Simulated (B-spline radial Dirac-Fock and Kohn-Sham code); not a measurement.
# Total conversion coefficients of Fe against transition energy

The computed values come from a radial B-spline solver: a Dirac-Hartree-Slater potential of the neutral atom with a Latter tail (no hole, which puts coefficients of high multipoles low close above an edge), finite nucleus with surface currents. Subshells within 1 keV of threshold and pair formation are left out.

```tsv
energy (keV)	E1	E2	E3	E4	M1	M3
16.8	8.69	364	22100	1.78e+06	5.51	14000
18.3	6.82	270	14300	1.02e+06	4.28	9370
19.3	5.86	224	11000	718000	3.66	7290
20	5.29	198	9200	570000	3.30	6160
23.9	3.17	105	3870	184000	1.96	2660
33.2	1.21	32.0	819	24800	0.755	569
50	0.355	6.98	122	2290	0.236	85.2
55.1	0.264	4.84	77.8	1320	0.180	54.6
74.7	0.105	1.52	18.9	239	0.0778	13.8
100	0.0429	0.496	4.87	47.3	0.0355	3.78
113	0.0295	0.310	2.76	24.1	0.0257	2.22
117	0.0265	0.271	2.35	19.9	0.0234	1.91
119	0.0251	0.254	2.17	18.2	0.0224	1.77
120	0.0245	0.246	2.09	17.4	0.0219	1.71
158	0.0106	0.0855	0.586	3.89	0.0108	0.534
192	0.00587	0.0407	0.241	1.37	0.00658	0.239
193	0.00578	0.0399	0.235	1.33	0.00649	0.234
200	0.00519	0.0349	0.200	1.10	0.00594	0.203
217	0.00407	0.0257	0.139	0.718	0.00485	0.146
218	0.00402	0.0252	0.136	0.701	0.00480	0.143
303	0.00154	0.00753	0.0319	0.130	0.00216	0.0398
369	0.000888	0.00376	0.0139	0.0494	0.00136	0.0191
423	0.000615	0.00236	0.00799	0.0259	0.000993	0.0117
476	0.000453	0.00160	0.00503	0.0151	0.000760	0.00774
500	0.000400	0.00137	0.00416	0.0122	0.000681	0.00654
1000	8.56e-05	0.000197	0.000412	0.000835	0.000158	0.000738
1930	2.81e-05	4.92e-05	8.06e-05	0.000128	4.62e-05	0.000132
2000	2.66e-05	4.61e-05	7.47e-05	0.000117	4.34e-05	0.000121
2020	2.63e-05	4.53e-05	7.31e-05	0.000114	4.27e-05	0.000118
```

**Question.** How fast do they fall between 1930 and 2020 keV?

**Answer.** As powers of the energy: E1 E^-1.48, E2 E^-1.84, E3 E^-2.14, E4 E^-2.44, M1 E^-1.74, M3 E^-2.37. Within one type (E or M) the higher multipoles fall faster.
